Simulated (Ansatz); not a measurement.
A short molecular-dynamics run on Na2Sn.

```yaml
crystal:
  periodic: [false, false, false]
  atoms:
    - {symbol: Na, position_ang: [0.222382, 1.489260, -1.557211]}
    - {symbol: Na, position_ang: [1.127794, -1.600370, 0.926924]}
    - {symbol: Sn, position_ang: [-1.350176, 0.111110, 0.630287]}
basis:
  gaussian: {orbitals: def2-SVP}
magnetization: {spin_polarized: true, initial_magnetization: 0}
hamiltonian: {xc: {name: r2SCAN}, dispersion: d3bj}
md: {timestep: 1 fs, n_steps: 15, ensemble: nve, temperature: 1000, initial_velocities: maxwell_boltzmann, seed: 922}
scf: {omitted_lower_state_checks: [starts]}
```

```sh
$ ansatz run in.yaml --threads 4 --pin off --events-out ev --progress --plain --max-ram 3916MiB
```

```csv
step,time (fs),potential energy (eV),kinetic (eV),T (K),conserved (eV)
0,0.0,-14660.9566,0.1293,1000,-14660.8274
1,1.0,-14660.9579,0.1305,1010,-14660.8274
2,2.0,-14660.9590,0.1316,1018,-14660.8274
3,3.0,-14660.9599,0.1325,1025,-14660.8274
4,4.0,-14660.9606,0.1333,1031,-14660.8274
5,5.0,-14660.9612,0.1338,1035,-14660.8274
6,6.0,-14660.9616,0.1342,1039,-14660.8274
7,7.0,-14660.9618,0.1345,1040,-14660.8274
8,8.0,-14660.9619,0.1345,1041,-14660.8274
9,9.0,-14660.9618,0.1344,1040,-14660.8274
10,10.0,-14660.9615,0.1341,1038,-14660.8274
11,11.0,-14660.9610,0.1337,1034,-14660.8274
12,12.0,-14660.9604,0.1331,1030,-14660.8274
13,13.0,-14660.9597,0.1323,1024,-14660.8274
14,14.0,-14660.9587,0.1314,1016,-14660.8274
15,15.0,-14660.9577,0.1303,1008,-14660.8274
```

Velocities are drawn at the set temperature; a run this short doesn't reach equilibrium.

In the def2 sets Sn takes a core potential; there is no spin–orbit coupling. The unrestricted singlet has broken spin symmetry (⟨S²⟩ up to 0.87).

Frames (Å, forces in eV/Å):

```xyz
3
time=0.0 fs
Na    0.222    1.489   -1.557    0.077   -0.109    0.063
Na    1.128   -1.600    0.927    0.015    0.102   -0.106
Sn   -1.350    0.111    0.630   -0.092    0.008    0.043
3
time=1.0 fs
Na    0.221    1.483   -1.551    0.085   -0.101    0.051
Na    1.132   -1.600    0.924    0.008    0.105   -0.106
Sn   -1.351    0.112    0.630   -0.093   -0.004    0.055
3
time=2.0 fs
Na    0.220    1.478   -1.545    0.093   -0.093    0.038
Na    1.136   -1.600    0.922    0.001    0.108   -0.105
Sn   -1.351    0.113    0.629   -0.094   -0.016    0.067
3
time=3.0 fs
Na    0.219    1.472   -1.539    0.101   -0.084    0.026
Na    1.141   -1.600    0.919   -0.005    0.112   -0.105
Sn   -1.352    0.114    0.628   -0.096   -0.028    0.079
3
time=4.0 fs
Na    0.219    1.466   -1.532    0.110   -0.075    0.013
Na    1.145   -1.599    0.917   -0.012    0.115   -0.104
Sn   -1.353    0.115    0.627   -0.098   -0.040    0.092
3
time=5.0 fs
Na    0.218    1.460   -1.526    0.119   -0.066   -0.001
Na    1.149   -1.599    0.914   -0.018    0.118   -0.104
Sn   -1.353    0.117    0.627   -0.100   -0.052    0.104
3
time=6.0 fs
Na    0.217    1.454   -1.520    0.128   -0.057   -0.014
Na    1.154   -1.599    0.911   -0.025    0.121   -0.103
Sn   -1.354    0.118    0.626   -0.103   -0.063    0.117
3
time=7.0 fs
Na    0.216    1.448   -1.514    0.137   -0.048   -0.028
Na    1.158   -1.598    0.908   -0.031    0.124   -0.102
Sn   -1.355    0.119    0.625   -0.106   -0.075    0.130
3
time=8.0 fs
Na    0.216    1.442   -1.507    0.146   -0.039   -0.042
Na    1.162   -1.598    0.905   -0.037    0.126   -0.102
Sn   -1.355    0.120    0.625   -0.109   -0.087    0.144
3
time=9.0 fs
Na    0.215    1.435   -1.501    0.156   -0.030   -0.056
Na    1.166   -1.597    0.903   -0.043    0.129   -0.101
Sn   -1.356    0.121    0.624   -0.112   -0.099    0.157
3
time=10.0 fs
Na    0.214    1.429   -1.495    0.165   -0.020   -0.071
Na    1.170   -1.596    0.900   -0.049    0.131   -0.100
Sn   -1.357    0.122    0.624   -0.116   -0.111    0.171
3
time=11.0 fs
Na    0.214    1.423   -1.489    0.175   -0.010   -0.086
Na    1.175   -1.596    0.897   -0.055    0.134   -0.099
Sn   -1.358    0.123    0.623   -0.120   -0.123    0.184
3
time=12.0 fs
Na    0.214    1.417   -1.483    0.185   -0.001   -0.100
Na    1.179   -1.595    0.894   -0.061    0.136   -0.098
Sn   -1.358    0.124    0.622   -0.124   -0.135    0.198
3
time=13.0 fs
Na    0.213    1.411   -1.477    0.195    0.009   -0.115
Na    1.183   -1.594    0.891   -0.066    0.138   -0.097
Sn   -1.359    0.125    0.622   -0.129   -0.147    0.212
3
time=14.0 fs
Na    0.213    1.405   -1.471    0.205    0.019   -0.130
Na    1.187   -1.593    0.888   -0.072    0.140   -0.096
Sn   -1.360    0.126    0.621   -0.134   -0.159    0.226
3
time=15.0 fs
Na    0.213    1.399   -1.465    0.215    0.029   -0.145
Na    1.191   -1.592    0.884   -0.077    0.141   -0.094
Sn   -1.361    0.127    0.621   -0.138   -0.170    0.240
```

Hardware: 4 threads of Arm Neoverse V2 on a shared host. Wall time 79 s.
